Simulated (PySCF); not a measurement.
## Simulated absorption spectrum

C4H5Br.
Numbering: `[CH:1]#[C:2][CH2:3][CH2:4][Br:5]` (hydrogens: H6 on C1; H7, H8 on C3; H9, H10 on C4)

Computed, not measured: TDDFT CAM-B3LYP/def2-SVPD, vertical, gas phase, core orbitals frozen in the response (PySCF). Geometry: PBE0-D3(BJ)/def2-SVP, one conformer, isolated molecule. The CAM-B3LYP/def2-SVPD calculation is non-relativistic and has no spin–orbit coupling, an omission that weighs most on bromine. Torsions of this conformer, `[CH:1]#[C:2][CH2:3][CH2:4][Br:5]`: C2–C3–C4–Br5 180°.

Computed states:

```
state  E (eV)       f
   S1    6.17  0.0002
   S2    6.25  0.0038
   S3    6.36  0.0000
   S4    6.70   0.015
   S5    6.81  0.0001
   S6    7.55   0.044
```

Each state is given a Gaussian of 0.4 eV full width at half maximum, with ε(max) = 2.175×10⁸ f / Δν̃ (Δν̃ the width in cm⁻¹). The width is an assumption, not a result. The curve ends short of the highest state used, and states not computed would add to its high-energy end.

Q: Give the broadened spectrum and its maxima.

A: 
```tsv
λ (nm)	ε (L mol⁻¹ cm⁻¹)
178.3	364
179.8	558
181.4	781
182.9	952
184.4	1042
185.9	1033
187.5	926
189.0	774
190.5	616
192.0	485
193.5	396
195.1	343
196.6	318
198.1	301
199.6	279
201.2	246
202.7	206
204.2	162
205.7	121
207.3	82
208.8	54
210.3	34
211.8	20
213.4	11
214.9	6
216.4	3
217.9	1
219.5	1
221.0	0
222.5	0
```

Maxima: 185 nm (6.70 eV), ε about 1100, made up of S4 (99%) (ε in L mol⁻¹ cm⁻¹; maxima over ε = 5, shares over 10%).

Q: What would ε be at 6.70 eV, the highest of these maxima, with half the width (0.2 eV)?

A: About 2080 L mol⁻¹ cm⁻¹ against 1050, a factor of about 1.98; a lone state at its own centre would give exactly 2.

Q: On this curve, what absorbance would a 10⁻⁵ mol/L sample give at 193 nm over a 1 cm path?

A: 193 nm is 6.424 eV, where ε is about 420 L mol⁻¹ cm⁻¹, so A = ε c l ≈ 0.0042 (Beer–Lambert, with the gas-phase spectrum and the assumed width).

Q: Coming from long wavelengths, where does ε first pass 100 L mol⁻¹ cm⁻¹?

A: At about 206 nm (6.00 eV), 0.17 eV below S1.
